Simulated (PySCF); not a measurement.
Dipole response of Li (lithium, neutral)

[He] 2s1, 2S determinant. Computed with PySCF 2.14 in aug-cc-pCVDZ, with no relativity, point nucleus. Coupled (time-dependent) response in atomic units; α is the mean over directions. A double-zeta set is small for polarisabilities.

| method | mean α (bohr³) | C₆ (like pair) | S(−4) |
| --- | --- | --- | --- |
| UHF | 168.8 | 1459 | 36640 |
| PBE | 141.7 | 1115 | 26170 |
| PBE0 | 146.1 | 1167 | 27760 |
| revPBE | 142.3 | 1123 | 26290 |
| CAM-B3LYP | 146.5 | 1164 | 28370 |

S(−4) is the Cauchy moment in α(ω) = α(0) + S(−4) ω² + …

Reference α: 164.1 bohr³ (recommended; Schwerdtfeger and Nagle, table of static dipole polarizabilities (2023 update)). Published C₆: 1392 (Chu and Dalgarno (2004); Tang, Norbeck and Certain (1976)).

α(iu) at UHF:

```csv
u (hartree),α(iu) (bohr³)
0,168.8
0.0500,109.6
0.100,53.70
0.200,17.93
0.300,8.597
0.500,3.287
0.750,1.535
1.00,0.9078
1.50,0.4495
2.00,0.2824
3.00,0.1539
5.00,0.07545
```
